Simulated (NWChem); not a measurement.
Molecule: SiNH$_{3}$ClF; SMILES Cl[Si@H](N)F

```xyz
7

N      1.4321    -1.0869    -0.0817
Si    -0.0566    -0.4146     0.3770
F     -1.3151    -0.9122    -0.5168
Cl     0.0476     1.6158     0.0865
H      1.9396    -0.7633    -0.8967
H      1.7003    -2.0233     0.1970
H     -0.3761    -0.7585     1.7774
```
Atoms are numbered in this order, from 1.

Program: NWChem. Pople sets run with spherical d functions. Coordinates come from a PBE0/def2-SVP optimisation. Atomic charges in e: unrestrained fits to the electrostatic potential beside Mulliken populations; buried atoms are poorly determined by the fit.

For level Hartree-Fock/6-31G*:

```
Property      Result
------------  ------
ESP N1         -1.14
Mulliken N1    -1.07
ESP Si2         1.20
Mulliken Si2    1.30
Mulliken F3    -0.52
```

Q: How do the values read with level B3LYP/def2-SVP instead?

A: The ESP N1 is -0.93, the Mulliken N1 is -0.35 and the ESP Si2 is 0.92. The Mulliken Si2 comes out as 0.79 and the Mulliken F3 is -0.33.
